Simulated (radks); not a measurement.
Values are calculated unless marked as measured or tabulated.
Q: Successive ionisation energies (eV) of one element, from differences of total energies of ions in their ground configurations, starting at charge 4: 55.374, 100.04, 120.27, 141.21, 162.75. Code: a radial shooting solver on a logarithmic mesh with Libxc functionals. Model: scalar-relativistic Kohn-Sham, SCAN, spin-polarised, spherical densities, finite nucleus; open shells are filled with parallel spins first (spin-orbit coupling, left out, can overturn this in heavy ions); meta-GGA in the generalised Kohn-Sham scheme; Fermi nuclear charge, rms radius 4.6802 fm. Which element is it?

A: Antimony (Z = 51). The first species listed is Sb4+ in [Kr] 4d10 5s1, the last Sb8+ in [Kr] 4d7.
